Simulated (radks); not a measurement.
The numbers below are computed, except where a source is named.
Q: The table gives one normalised radial function P(r) = r R(r) of F3+ in 2s2 2p2 3d2 (r in bohr). Code: a radial shooting solver on a logarithmic mesh with Libxc functionals. Model: scalar-relativistic Kohn-Sham, r2SCAN, spin-polarised, spherical densities, finite nucleus; open shells are filled with parallel spins first; meta-GGA in the generalised Kohn-Sham scheme; Fermi nuclear charge, rms radius 2.8976 fm.

r         P
0.01939  0.0000
0.02713  0.0001
0.03827  0.0003
0.05355  0.0009
0.07554  0.0023
0.1066   0.0058
0.1491   0.0142
0.2103   0.0335
0.2943   0.0730
0.4151   0.1488
0.5809   0.2694
0.8195   0.4351
1.147    0.6024
1.617    0.7039
2.263    0.6371
3.193    0.3946
4.468    0.1460
6.302    0.0249

Which n and l does it have? It may be an empty orbital.

A: n = 3, l = 2: the number of nodes gives n - l - 1 = 0, the rise at small r (about r^(l+1)) gives l, and the extent must fit the shell. The curve is that of 3d up; the table hardly tells the two spins apart. 3d up: eigenvalue -25.017 eV, 0 radial nodes, <r> = 2.06 bohr, 90 % of the charge inside 3.20 bohr.
